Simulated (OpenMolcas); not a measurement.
# Computed transition rates of C+

| Property | Result |
| --- | --- |
| Program | OpenMolcas 26.06 |
| Method | MS-CASPT2, IPEA 0.25 Eh, imaginary shift 0.1 Eh (closed shells correlated: 1s) |
| Basis | ANO-RCC-VTZP [4s3p2d1f] |
| Scalar Hamiltonian | DKH2, point nucleus |
| Active space | 3 electrons in 8 orbitals (2s 2p 3s 3p) |
| State averaging | 2S+1 = 4 odd, 1 root; 2S+1 = 2 odd, 11 roots; 2S+1 = 4 even, 3 roots; 2S+1 = 2 even, 9 roots |
| Spin-orbit coupling | state interaction with AMFI integrals over the reference wave functions, term energies averaged over their components |

Rates come from the transition moments of the reference wave functions (E1 and E2 in the length form). At fixed line strength A goes as λ^-3 for E1 and M1 and as λ^-5 for E2, so a rate at the computed wavelength can be rescaled to the measured one. Measured vacuum wavelengths follow from level energies in NIST Handbook of Basic Atomic Spectroscopic Data. Branching counts decays inside the model space alone, at computed energies, and the table is only a selection of the E1 lines, drawn from those between levels with measured partners whose computed energy lies within a factor of 1.5 of the measured one.

```tsv
Upper	Lower	Type	λ computed (nm)	λ measured (nm)	A computed (s-1)	A rescaled (s-1)	Branching %
2s 2p2 4P 1/2	2s2 2p 2P* 3/2	E1	240.1	232.9	8.27e+01		54.9
2s 2p2 4P 3/2	2s2 2p 2P* 3/2	E1	240	232.8	1.08e+01		78.7
2s 2p2 4P 5/2	2s2 2p 2P* 3/2	E1	239.8	232.6	5.05e+01		100.0
2s 2p2 4P 1/2	2s2 2p 2P* 1/2	E1	239.7	232.5	6.78e+01		45.1
2s 2p2 4P 3/2	2s2 2p 2P* 1/2	E1	239.6	232.4	2.91e+00		21.3
2s 2p2 2D 3/2	2s2 2p 2P* 3/2	E1	133.7	133.6	7.94e+07	7.96e+07	16.5
2s 2p2 2D 5/2	2s2 2p 2P* 3/2	E1	133.6	133.6	4.79e+08	4.79e+08	100.0
2s 2p2 2D 3/2	2s2 2p 2P* 1/2	E1	133.6	133.5	4.01e+08	4.02e+08	83.5
2s 2p2 2S 1/2	2s2 2p 2P* 3/2	E1	103	103.7	1.79e+09	1.75e+09	66.4
2s 2p2 2S 1/2	2s2 2p 2P* 1/2	E1	102.9	103.6	9.04e+08	8.86e+08	33.6
2p3 4S* 3/2	2s 2p2 4P 5/2	E1	100.6	101	2.06e+09	2.04e+09	50.0
2p3 4S* 3/2	2s 2p2 4P 3/2	E1	100.6	101	1.37e+09	1.35e+09	33.3
2p3 4S* 3/2	2s 2p2 4P 1/2	E1	100.5	101	6.87e+08	6.77e+08	16.7
2s 2p2 2P 1/2	2s2 2p 2P* 3/2	E1	89.39	90.45	1.45e+09	1.40e+09	33.5
2s 2p2 2P 3/2	2s2 2p 2P* 3/2	E1	89.35	90.41	3.60e+09	3.47e+09	83.3
2s 2p2 2P 1/2	2s2 2p 2P* 1/2	E1	89.34	90.4	2.87e+09	2.77e+09	66.5
2s 2p2 2P 3/2	2s2 2p 2P* 1/2	E1	89.31	90.36	7.19e+08	6.94e+08	16.7
```

Spin-changing lines and M1 lines between different terms are not rescaled, since their strength hangs on the term gaps too.

The largest correction is for 2s 2p2 2P 1/2 → 2s2 2p 2P* 1/2 (E1): 2.87e+09 × (89.34 / 90.4)^3 = 2.77e+09 s-1, a factor of 0.97.

The computed rate and branching of 2s 2p2 2D 5/2 → 2s2 2p 2P* 3/2 give the upper level a radiative lifetime of 1.000 / 4.79e+08 s-1 = 2.09e-09 s, counting decays inside the model space alone. The rescaled rate gives about 2.1e-09 s.

The computed order of these levels differs from the measured one in 1 place, and where term gaps are wrong the rates of spin-changing lines can be off by large factors.

No measured rate stands beside these. Rescaling mends the energy factor alone: line strengths can still be far off where a level mixes with configurations outside the active space, and weak or spin-changing lines hang on small mixing coefficients that depend on the term gaps too, so rescaling need not improve them.

The run also gave levels led by 2s2 3p, which use shells meant for correlation; these and all levels above them are left out. Computed and measured levels are paired by configuration, term and J; levels that our copy of the source lacks, or whose pairing is in doubt (as where it misses far off the trend of its configuration), stay unpaired. Only configurations of the active space appear.

* marks odd parity.
